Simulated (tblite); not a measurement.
Start geometry of `CO[Si@H](CCl)CC[SiH3]` from a force field or distance geometry (Å):
```
atom  x, y, z in Å
C1    -2.3888    0.3004    1.5347
O2    -2.6390    0.3500    0.1523
Si3   -1.1576    0.2151   -0.7082
C4    -1.2499   -1.2228   -1.8610
Cl5   -1.1945   -2.7647   -0.9431
C6     0.3132    0.1239    0.4097
C7     1.5282    0.4607   -0.4676
Si8    3.1369    0.4283    0.4577
H9    -1.4543   -0.2624    1.7327
H10   -2.3012    1.3189    1.9941
H11   -3.2527   -0.1751    2.0459
H12   -0.9791    1.4318   -1.5287
H13   -0.4172   -1.2118   -2.5818
H14   -2.2221   -1.2053   -2.3815
H15    0.2584    0.8228    1.2793
H16    0.4178   -0.9304    0.8053
H17    1.5694   -0.3652   -1.2065
H18    1.2904    1.4104   -0.9625
H19    2.8817    0.5657    1.9202
H20    3.8575   -0.8229    0.2464
H21    3.9939    1.5495    0.0620
```

Task: What comes out of this run: tblite, GFN2-xTB geometry optimisation, gas phase?

Result: 
```
atom  x, y, z in Å
C1    -2.8587    0.1941    1.6566
O2    -2.4177   -0.2844    0.4196
Si3   -1.1703    0.2245   -0.4851
C4    -1.2220   -1.0170   -1.9317
Cl5   -0.4303   -2.5475   -1.4831
C6     0.5102    0.1644    0.4043
C7     1.7041    0.3927   -0.5275
Si8    3.3661    0.3091    0.3910
H9    -2.0645    0.1423    2.4040
H10   -3.1916    1.2308    1.5701
H11   -3.6951   -0.4281    1.9762
H12   -1.4202    1.5724   -1.0210
H13   -0.6897   -0.6384   -2.7992
H14   -2.2362   -1.2691   -2.2282
H15    0.5363    0.9093    1.2039
H16    0.6255   -0.8083    0.8901
H17    1.6849   -0.3611   -1.3157
H18    1.5940    1.3581   -1.0247
H19    3.3864    1.3265    1.4477
H20    3.5183   -1.0136    0.9997
H21    4.4615    0.5603   -0.5474
```

The energy falls by 82.6 kJ/mol over 171 L-BFGS steps, the largest force on an atom goes from 2.93 to 0.010 eV/Å, and the atoms move by 0.645 Å rms after alignment. The bond that changes most is O2–Si3 (silyl ether oxygen to oxygen-bound silicon), which shortens by 0.096 Å. Bonds longer at the end by more than 0.005 Å: 3 of 20; shorter: 14. Among the angles that change most is C1–O2–Si3, from 109.6° to 128.9°. Among the dihedrals that turn most is C1–O2–Si3–C6, from -3° to 58°. Rotational constants go from 1371, 639.5, 510.8 to 1271, 648.9, 484.3 MHz. The orientation of the end geometry is arbitrary; only internal coordinates are fixed.

Time: 2.9 s. Hardware: Arm Neoverse N1, one thread (shared host).

Its GFN2-xTB frequencies are all real (lowest 31 cm⁻¹). The numbers are those of one conformer.

The numbers are calculated, not measured.
